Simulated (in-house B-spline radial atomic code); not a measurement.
Configurations of V II (V+), with energies counted from [Ar] 3d4. Method: non-relativistic HSE06, spin-polarised, spherical fractional occupations, exact exchange averaged over the configuration, point nucleus. Calculated with a radial B-spline atomic code at the basis-set limit. Shells without spins written out take the highest spin.

Occupations are held fixed; configurations that lie above the ionisation limit could autoionise.

| configuration | E - E(ref) (eV) | highest orbital | its <r> (bohr) |
| --- | --- | --- | --- |
| [Ar] 3d3 4p1 | 5.1563 | 4p up | 3.684 |
| [Ne] 3s2 3p5 3d5 | 33.667 | 3d up | 1.411 |
| [Ne] 3s2 3p5 3d4 4p1 | 40.082 | 4p up | 3.632 |

Order these further configurations by energy, lowest first.
A. [Ne] 3s2 3p5 3d4 4s1
B. [Ar] 3d3 4s1
C. [Ne] 3s2 3p5 3d4 4f1
D. [Ar] 3d3 4f1

B (1.0282 eV), D (11.98 eV), A (35.86 eV), C (47.059 eV).
